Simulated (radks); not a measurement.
Results of a calculation; reference values are marked as such.
Polarisability of the neon ion Ne8+, [He], at imaginary frequency. Code: a radial shooting solver on a logarithmic mesh with Libxc functionals. Model: scalar-relativistic Kohn-Sham, PBE, spin-polarised, spherical densities, finite nucleus; Fermi nuclear charge, rms radius 3.0055 fm. Response by self-consistent Sternheimer equations with the Hartree and adiabatic LDA kernel, the relativistic mass of each level held fixed and spin-orbit coupling left out.

w (hartree),alpha1(iw) (bohr^3),alpha2(iw) (bohr^5)
0.00266,0.001061,0.00004140
0.0143,0.001061,0.00004140
0.0360,0.001061,0.00004140
0.0697,0.001061,0.00004140
0.118,0.001061,0.00004140
0.186,0.001061,0.00004140
0.280,0.001061,0.00004140
0.413,0.001061,0.00004140
0.605,0.001061,0.00004139
0.892,0.001061,0.00004138
1.35,0.001060,0.00004137
2.12,0.001058,0.00004132
3.59,0.001052,0.00004117
6.94,0.001026,0.00004056
17.5,0.0008713,0.00003663

Static values: alpha1 = 0.001061 bohr^3 (0.0001573 angstrom^3; uncoupled 0.001085), alpha2 = 0.00004140 bohr^5, alpha3 = 4.150e-06 bohr^7. C6 = 0.00003157, C8 = 7.042e-06, triple-dipole C9 = 2.469e-08 atomic units. One-pole (London) frequency 4 C6 / (3 alpha1^2) = 37.356 hartree, against 41.752 for minus the highest occupied eigenvalue.
